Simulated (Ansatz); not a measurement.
`F[SiH](Cl)[O][GeH3]` → `[O][GeH3]`• + `F[SiH]Cl`• at 298.15 K and 1 bar (homolysis of the O–Si bond).

Calculated with Ansatz (gas phase, PBE0-D4/def2-TZVP geometries, no zero-point term in ΔE). CCSD(T)/CBS adds triple-zeta CCSD(T) − MP2 to the extrapolated MP2 energy (def2 sets, frozen cores). This one scheme is used for every species. Open shells (•) are unrestricted, without spin–orbit coupling. For Ge outer-core shells are correlated without core-valence functions, which leaves a few kJ/mol of doubt a bond. Scalar relativity is left out up to krypton. One conformer a species, not always the lowest.

```csv
species,CCSD(T)/CBS energy (Eh),H − E (kJ/mol),S (J/(mol·K))
`F[SiH](Cl)[O][GeH3]`,-3002.53092,133.7,390.4
`[O][GeH3]`•,-2152.99817,75.8,269.1
`F[SiH]Cl`•,-849.30241,44.2,284.5
```

H − E and S are ideal-gas, rigid-rotor, harmonic terms from PBE0-D4/def2-TZVP, for one conformer and one mirror image of each species, with the whole ground term of open shells counted as degenerate. 1 Eh = 2625.50 kJ/mol, R = 8.31446 J/(mol·K).

Q: By hand: ΔE, ΔH, ΔS and ΔG.

A: ΔE = (-2152.99817) + (-849.30241) − (-3002.53092) = 0.23034 Eh = 604.8 kJ/mol. Δ(H − E) = 75.8 + 44.2 − 133.7 = -13.7, so ΔH = 591.1 kJ/mol. ΔS = 269.1 + 284.5 − 390.4 = 163.2 J/(mol·K). ΔG = 591.1 − 298.15 × (163.2)/1000 = 542.4 kJ/mol.

Q: By hand: the equilibrium constant, and the temperature at which ΔG would vanish if ΔH and ΔS stayed fixed.

A: log₁₀ K = −ΔG/(RT ln 10) = -95.0. ΔG = 0 at ΔH/ΔS = 3622 K, far beyond where these terms or the molecules hold.

The number of gas molecules changes by +1, which sets the sign of ΔS. A doubt of 5 kJ/mol in ΔE shifts log₁₀ K by 0.9 here. Other conformers and mirror images would add mixing entropy, several J/(mol·K) or more a flexible species. Modes under 60 cm⁻¹, often nearly free rotors, make the harmonic entropy too high. These are equilibria of isolated gas molecules and say nothing of rates. Largest T1 diagnostic: 0.015 (customary marks: 0.02 for closed shells, 0.045 for open ones).
